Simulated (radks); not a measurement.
Results of a calculation; reference values are marked as such.
Question: Spherical quantum dot in the effective-mass picture: electrons in a parabolic well V = omega^2 r^2 / 2 with omega unknown, with a point charge +1 (a donor) at the centre, all in effective atomic units (hartree* = m*/eps^2 hartree, bohr* = eps/m* bohr), one dielectric constant everywhere. Level of theory: non-relativistic Kohn-Sham, exchange-only LDA, spin-polarised, spherical densities (a radial shooting solver with Libxc functionals). Levels are named by radial order and angular momentum (1s, 1p, 1d, 2s, ...), and open shells are averaged over m. Each electron was tried in the lowest free levels, single moves between levels near the top were tried too, and the lowest total energy was kept; such a search can miss a lower state. The values of mu = E(N) - E(N-1) (hartree*) for N = 2 to 12 are 0.10272, 0.50947, 0.65497, 0.79939, 0.96141, 1.1349, 1.2528, 1.3679, 1.4801, 1.5895, 1.7436. Estimate omega.

Answer: omega = 0.121 (effective atomic units). The central charge lowers the s levels, so the charging steps and shell gaps carry the answer. The first electron has mu near 1.5 omega without a central charge, and each new shell adds about omega plus the charging energy.
